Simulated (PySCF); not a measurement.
A species of formula C5H8F2O3 has this rotational fingerprint, computed with PBE0/pcSseg-1 in PySCF (dipole) on a GFN2-xTB geometry, gas phase:

```
Rotational constants : A = 3262, B = 703.4, C = 658.3 MHz
Dipole components    : |μa| = 2.89 D, |μb| = 1.69 D, |μc| = 0.27 D
Inertial defect      : -105.69 u·Å²
κ                    : -0.97
```

Problem. Which structure is it? (One computed conformer of each.)
A. `[CH3:1][CH2:2][O:3][C@@H:4]1[O:5][C@H:6]1[O:7][CH:8]([F:9])[F:10]` with C1–C2–O3–C4 -176°, C2–O3–C4–O5 -82°, O5–C6–O7–C8 -66°, C6–O7–C8–F9 167°
B. `[F:1][CH:2]([F:3])[O:4][C@@H:5]1[CH2:6][O:7][CH2:8][CH2:9][O:10]1` with F1–C2–O4–C5 -173°, C2–O4–C5–C6 178°, O4–C5–C6–O7 -176°, C5–C6–O7–C8 57°, C6–O7–C8–C9 -58°, O7–C8–C9–O10 57°

Solution. B. It is FC(F)O[C@@H]1COCCO1, a near-prolate asymmetric top, point group C1. The candidates at the same level (rigid rotor, commonest isotopes):

```tsv
SMILES	A (MHz)	B (MHz)	C (MHz)	μa (D)	μb (D)	μc (D)	Δ (u·Å²)	point group	rotor
CCO[C@@H]1O[C@H]1OC(F)F	5400	459.9	449.0	3.29	0.68	0.84	-66.90	C1	near-prolate asymmetric top
FC(F)O[C@@H]1COCCO1	3262	703.4	658.3	2.89	1.69	0.27	-105.69	C1	near-prolate asymmetric top
```

`CCO[C@@H]1O[C@H]1OC(F)F` has A 66 % too high. No structure here is proved a minimum.
